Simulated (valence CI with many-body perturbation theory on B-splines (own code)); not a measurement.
Values are calculated unless marked as measured or tabulated.
# A CI+MBPT run for Ba LI

Level of theory: valence CI with perturbative core correlation (CI+MBPT): four valence electrons over a frozen Dirac-Fock core [He], radial functions for each j: 11 s, 11 p, 10 d, 8 f, 5 g, 2 h, with the one-electron correlation potential Σ1 (screened to all orders), the two-electron term Σ2, the three-electron term Σ3, Breit, model QED; selected single and double excitations, second order for the rest, scaled by the run's own slope (own B-spline code, finite nucleus).

Command, and the settings that its task file holds:

```sh
python run_cv.py task.json out
```

```
atom Ba  Z=56  mass_number=138  rms_radius_fm=4.8378
core [He]
valence 2s2 2p2
avg = 1
basis = M
breit = 1
cap = 32000
capref = 2000
cscale = 1
de = 0.0
dress = 0
eps = 2e-08
extrap = 1
h = 0.27
hh = 1
l2 = 3
lcore = 6
maxit = 60
n2 = 5
natural = 1
nlev = 150
nno = [5, 5, 5, 4, 2, 1]
nroot = 36
nsp = [6, 6, 5, 4, 3, 1]
pt2 = 1
qed = 1
rpa = 1
s1 = 1
s2 = 1
s3 = 1
screen = 1
tol = 2e-05
whole = 1
```

It took 2.1 min on 1 thread of Arm Neoverse V2, with other jobs on the host.

Log. The first blocks belong to the next ion, which gives the ionisation energy. Fields: 2J, parity (1 odd), roots, reference size, generating configurations, candidates as configurations/state functions, variational space P, stored matrix elements, Davidson steps; e2 is the range of second-order energies in hartree. The first line gives the box (bohr), its intervals, the orbitals and the steps of their self-consistent field. Window is the range of levels sought, series limit the energy at which the first omitted orbital would enter, core excitation an estimate of the first excitation out of the core, left out the lowest levels not solved, and shifts from estimates the range by which levels moved from their first estimate, all in cm⁻¹.

```
rmax 2.9 intervals 57 orbitals 83 references ['2s2 2p2', '2s 2p3', '2p4'] scf 2 t 0.4
2J=1 par=1 roots 2 ref 40 generators 2 cand 3202/4609 P 1812/2807 nnz 1.6e+06 it 5
2J=1 par=1 roots 2 ref 40 generators 2 cand 1422/1842 P 2115/3262 nnz 2.2e+06 it 4
   second order: generators 3 cand 2030/2592 e2 -0.00001 -0.00000
reference levels 1204, estimated 786, window 54002731 1/cm; series limit 72513366, core excitation 261075003
2J=0 par=0 roots 18 ref 53 generators 17 cand 21173/35863 P 4210/6399 nnz 2.6e+06 it 5
2J=0 par=0 roots 18 ref 53 generators 18 cand 20699/36047 P 15724/26460 nnz 3.2e+07 it 7
   second order: generators 33 cand 27829/51913 e2 -0.00003 -0.00000
2J=2 par=0 roots 33 ref 124 generators 20 cand 27085/101824 P 2352/7224 nnz 4.6e+06 it 8
2J=2 par=0 roots 33 ref 124 generators 20 cand 26502/99762 P 8896/31999 nnz 5.5e+07 it 8
   second order: generators 30 cand 37711/154913 e2 -0.00230 -0.00071
2J=4 par=0 roots 36 ref 150 generators 21 cand 29863/144930 P 2138/7251 nnz 5.2e+06 it 9
2J=4 par=0 roots 36 ref 150 generators 21 cand 29357/142865 P 7545/31999 nnz 6e+07 it 8
   second order: generators 39 cand 54794/318531 e2 -0.00358 -0.00129
2J=4 par=1 roots 34 ref 147 generators 22 cand 29831/144693 P 2073/7259 nnz 5.2e+06 it 7
2J=4 par=1 roots 34 ref 147 generators 22 cand 29348/142620 P 7296/31994 nnz 6.1e+07 it 9
   second order: generators 33 cand 46902/271796 e2 -0.00414 -0.00117
2J=2 par=1 roots 34 ref 127 generators 23 cand 27133/101937 P 2479/7228 nnz 4.5e+06 it 8
2J=2 par=1 roots 34 ref 127 generators 23 cand 26527/99874 P 9152/31992 nnz 5.5e+07 it 8
   second order: generators 38 cand 46586/193428 e2 -0.00262 -0.00063
2J=6 par=1 roots 20 ref 122 generators 15 cand 28607/152807 P 2147/7211 nnz 5.1e+06 it 6
2J=6 par=1 roots 20 ref 122 generators 16 cand 30957/177510 P 7223/32000 nnz 6.6e+07 it 7
   second order: generators 25 cand 38923/265338 e2 -0.00280 -0.00140
2J=0 par=1 roots 14 ref 49 generators 13 cand 20077/33870 P 4069/6400 nnz 2.6e+06 it 6
2J=0 par=1 roots 14 ref 49 generators 13 cand 18199/30738 P 14928/25275 nnz 3e+07 it 8
   second order: generators 19 cand 21854/39847 e2 -0.00004 -0.00000
2J=6 par=0 roots 21 ref 123 generators 12 cand 28535/152754 P 2096/7219 nnz 5.2e+06 it 7
2J=6 par=0 roots 21 ref 123 generators 12 cand 28041/150696 P 6891/31994 nnz 6.6e+07 it 8
   second order: generators 21 cand 42078/292729 e2 -0.00322 -0.00150
2J=8 par=1 roots 8 ref 82 generators 7 cand 18876/107956 P 2173/7068 nnz 4.8e+06 it 7
2J=8 par=1 roots 8 ref 82 generators 7 cand 18342/105940 P 6987/31993 nnz 8.1e+07 it 7
   second order: generators 11 cand 22405/156786 e2 -0.00085 -0.00029
2J=8 par=0 roots 9 ref 83 generators 7 cand 22642/148386 P 2237/7172 nnz 4.8e+06 it 5
2J=8 par=0 roots 9 ref 83 generators 7 cand 22033/146337 P 7023/31998 nnz 6.9e+07 it 8
   second order: generators 11 cand 24509/174437 e2 -0.00128 -0.00047
2J=10 par=0 roots 3 ref 46 generators 5 cand 14934/89124 P 1989/6397 nnz 4.1e+06 it 5
2J=10 par=0 roots 3 ref 46 generators 5 cand 13937/85569 P 6269/28465 nnz 7.1e+07 it 7
   second order: generators 8 cand 19143/131396 e2 -0.00008 -0.00005
2J=10 par=1 roots 2 ref 45 generators 3 cand 12393/80413 P 1804/6400 nnz 4.3e+06 it 4
2J=10 par=1 roots 2 ref 45 generators 4 cand 15978/107061 P 5441/27488 nnz 7.2e+07 it 5
   second order: generators 5 cand 16323/115765 e2 -0.00011 -0.00006
left out: unestimated 67829320, estimated 58964096, shifts from estimates -84 to 171
operators 0.2
```

The Davidson iterations converged.

The last digits are not significant, and no measured levels were compared; by estimate large intervals hold to a few tenths of a per cent, small ones and those within an open d or f shell to about a per cent. Among the levels kept, up to 910 cm⁻¹ of a level comes from second order outside the variational space, and about a tenth of that is noise between levels of different J, which matters for small intervals.

```yaml
Valence_energy: -1497.959 hartree
Ionisation_energy: "9739.8 eV (NIST: 9739 ± 4 eV (theoretical))"
Reference_configurations_for_the_orbitals: 2s2 2p2, 2s 2p3, 2p4
Radial_orbitals: 83
Box_radius: 2.928 bohr
Largest_variational_space: 32000
Lowest_levels: (2s^2 2p1/2^2) J=0 0.0, (2s^2 2p1/2 2p3/2) J=1 392.8, (2s^2 2p1/2 2p3/2) J=2 408.9, (2s 2p1/2^2 2p3/2) J=2 588.9, (2s 2p1/2^2 2p3/2) J=1 652.2, (2s^2 2p3/2^2) J=2 815.0, (2s^2 2p3/2^2) J=0 857.6, (2s 2p1/2 2p3/2^2) J=2 [a] 964.1, (2s 2p1/2 2p3/2^2) J=3 1000.3, (2s 2p1/2 2p3/2^2) J=0 1039.6, (2s 2p1/2 2p3/2^2) J=1 [a] 1055.3, (2s 2p1/2 2p3/2^2) J=2 [b] 1065.5, (2s 2p1/2 2p3/2^2) J=1 [b] 1068.9, (2p1/2^2 2p3/2^2) J=2 1275.8 eV
```

Levels are named by their leading jj configuration (3d3/2^4 stands for four electrons in 3d with j = 3/2), which in mixed levels can hold well under half, so a name can repeat and another be missing. Letters in brackets count levels of one name in rising energy.
